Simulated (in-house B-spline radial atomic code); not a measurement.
RPA and G0W0 for F⁷⁺, 1s2, as one setting changes: the highest l of the empty states. Start: PBE. A dash marks a level of low quasi-particle weight. Computed with an all-electron radial atomic-structure program (B-spline basis): all electrons, non-relativistic, point nucleus, each spin shell either full or empty, empty states to the listed l with an (l + 1/2)⁻⁴ tail; G0W0 by contour deformation at full frequency.

Relativity, left out, deepens the 1s level by about Z⁴α²/8 hartree.

```csv
highest l of the empty states,RPA summed (Eh),RPA extrapolated (Eh),G0W0 level (eV)
2,-0.087422,-0.090926,1s -952.99
3,-0.08954,-0.091147,1s -952.99
4,-0.090338,-0.091193,1s -953.00
5,-0.0907,-0.091204,1s -953.00
6,?,?,?
7,?,?,?
8,-0.091052,-0.091198,1s -953.00
9,-0.091089,-0.09119,1s -953.00
10,-0.091111,-0.091179,1s -953.00
11,-0.091126,-0.091177,1s -953.00
```

Problem. What belongs in the row for 6?

Solution. RPA summed (Eh): -0.090886; RPA extrapolated (Eh): -0.091206; G0W0 level (eV): 1s -953.00.

Problem. What belongs in the row for 7?

Solution. RPA summed (Eh): -0.09099; RPA extrapolated (Eh): -0.091203; G0W0 level (eV): 1s -953.00.
